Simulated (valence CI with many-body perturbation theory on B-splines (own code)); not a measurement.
Values are calculated unless marked as measured or tabulated.
**Sensitivity of CI+MBPT for As11+**

Method: valence CI with perturbative core correlation (CI+MBPT): four valence electrons over a frozen Dirac-Fock core [Ar], a basis of 6 s, 6 p, 5 d, 5 f, 1 g functions for each j, with the one-electron correlation potential Σ1, the two-electron term Σ2, the three-electron term Σ3, Breit, model QED; selected CI, second order for the rest, scaled by the run's own slope (own B-spline code, finite nucleus).

No measured spectrum was set against this ion. As an estimate, terms of the open shell hold to 2 to 4 % of their energy, and close levels can change places. Only levels of the ground parity were solved; by the run's estimate the other parity begins above the list, which can be wrong where configurations are misplaced.

The reference run has the lowest level 3d4 5D_0 and an ionisation energy of 333.230 eV. Its largest variational space holds 7552 state functions.

Names give the largest LS component (configuration and term), which can be under half, so a name can repeat, a term be missing and a line seem to break the LS rules; names also repeat where a configuration has a term twice.

Changed runs:
A. averaging of valence orbitals over low configurations on → off; screening of Σ1 on → off
B. shift of the energy in Σ1 (hartree) 0 → 1.25
C. highest l in the core sums 6 → 4
D. box radius (bohr) 9.5507 → 2.05 (bad on purpose)

Excitation energies of the reference run in cm⁻¹, and shifts in cm⁻¹:

| Level | Reference | A | B | C | D |
| --- | --- | --- | --- | --- | --- |
| 3d4 5D_1 | 1125 | +2.4 | -3.0 | +2.6 | -2.2 |
| 3d4 5D_2 | 2995 | +10 | -7.3 | +5.1 | -0.3 |
| 3d4 5D_3 | 5321 | +14 | -12 | +6.1 | +0.5 |
| 3d4 5D_4 | 7917 | +23 | -16 | +5.6 | +5.6 |
| 3d4 3P_0 | 43404 | -128 | +32 | -204 | -54 |
| 3d4 3H_4 | 46266 | -38 | +22 | +73 | -34 |
| 3d4 3H_5 | 48930 | -26 | +14 | +95 | -33 |
| 3d4 3P_1 | 49442 | -120 | +20 | -197 | -62 |
| 3d4 3H_6 | 50923 | -20 | +10 | +105 | -28 |
| 3d4 3F_3 | 52369 | -70 | +22 | -59 | -47 |
| 3d4 3F_2 | 53031 | -76 | +19 | -94 | -46 |
| 3d4 3F_4 | 53973 | -54 | +14 | -47 | -37 |
| Ionisation energy (eV) | 333.230 | +0.081 | +0.360 | +0.093 | -0.041 |
